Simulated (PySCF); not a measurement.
## CH8BNSi2

The system: CH8BNSi2, a carbene (divalent C1, bonded to 1 B + 1 N); neutral, triplet. The structure, one conformer, was relaxed in the gas phase by PBE0-D3(BJ)/def2-SVP. No frequency run checks that it is a minimum.

This triplet is an excited state: in a carbene with lone-pair donors on the centre (N) the singlet is known to lie well below it (the gap isn't computed here), so the molecule in its ground state shows no EPR spectrum.

SMILES: [SiH3]B[C]N[SiH3]

Coordinates in Å:
```
C1      0.157   -1.305    0.921
N2      0.929   -0.385    1.476
Si3     1.163    1.310    0.941
B4     -0.770   -1.592   -0.205
Si5    -1.274   -0.269   -1.650
H6      1.432   -0.672    2.316
H7     -0.164    1.963    0.792
H8      1.951    1.926    2.046
H9      1.927    1.357   -0.335
H10    -1.280   -2.690   -0.275
H11    -2.651    0.283   -1.418
H12    -0.358    0.917   -1.752
H13    -1.289   -0.919   -3.001
```

EPR values by unrestricted B3LYP, pcH-1 on B C H N Si.

**Question.** Predict g and the largest hyperfine couplings. Where does the spin sit?

**Answer.** g = 2.0021, 2.0024, 2.0024. The zero-field splitting dominates the spectrum: D = 0.22 cm⁻¹, |E| = 0.0054 cm⁻¹ (spin-spin and spin-orbit parts, DFT, rough). The spin sits on C1 (61 %, bonded to 1 B + 1 N) by Mulliken populations.
```csv
atom,isotope,isotropic (MHz),"dipolar, principal values (MHz)"
C1,13C,111.5,"-53.3, -4.9, 58.2"
Si5,29Si,-51.9,"-10.6, 4.9, 5.7"
H6,1H,46.3,"-6.8, -6.1, 12.9"
Si3,29Si,-37.8,"-7.9, 3.5, 4.3"
H10,1H,32.7,"-7.0, -3.0, 10.0"
H11,1H,22.2,"-1.8, -0.9, 2.7"
```
